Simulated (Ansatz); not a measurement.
Relaxation of CH7BGaN (11 atoms, charge 0, multiplicity 1), to a largest force component of 0.02 eV/Å in at most 50 steps.

Method: Ansatz 0.2.0, RHF/def2-mTZVP.

```xyz
11
Properties=species:S:1:pos:R:3
C -1.196 0.849 -0.096
B -0.574 -0.060 1.043
N 0.619 -0.733 0.742
Ga 1.493 -0.618 -0.910
H -2.191 0.516 -0.388
H -1.291 1.888 0.215
H -0.558 0.827 -0.998
H -1.086 -0.170 2.095
H 0.997 -1.309 1.488
H 2.631 0.433 -1.132
H 1.156 -1.624 -2.060
```

Q: Where does it end, and by what steps?

A: The forces met the threshold. The force dipped under the threshold on the way, but the program's further checks kept it going. After 18 steps the energy has fallen by 0.346 eV; H10 moved furthest, 1.85 Å.

```
step  energy less start (eV)  largest force component (eV/Å)  accepted
   0                  0.0000                           1.046       yes
   1                 -0.0586                           0.347       yes
   2                 -0.0656                           0.119       yes
   3                 -0.0667                           0.076       yes
   4                 -0.0694                           0.061       yes
   5                 -0.0709                           0.051       yes
   6                 -0.0832                           0.241       yes
   7                 -0.1019                           0.408       yes
   8                 -0.1375                           0.418       yes
   9                 -0.1832                           0.452       yes
  10                 -0.2352                           0.221       yes
  11                 -0.2808                           0.127       yes
  12                 -0.3127                           0.122       yes
  13                 -0.3267                           0.384       yes
  14                 -0.3432                           0.053       yes
  15                 -0.3450                           0.025       yes
  16                 -0.3447                           0.087        no
  17                 -0.3454                           0.004       yes
  18                 -0.3455                           0.009       yes
```

```xyz
11
Properties=species:S:1:pos:R:3
C -1.479 0.669 -0.144
B -0.503 0.075 0.950
N 0.780 -0.446 0.680
Ga 1.751 -0.631 -0.889
H -2.428 0.137 -0.124
H -1.721 1.703 0.097
H -1.110 0.646 -1.163
H -0.875 0.068 2.089
H 1.258 -0.778 1.493
H 3.175 -1.283 -0.730
H 1.152 -0.160 -2.259
```

The run took 40 s on 2 threads of Arm Neoverse V1, on a shared host, peak memory 0.24 GiB.
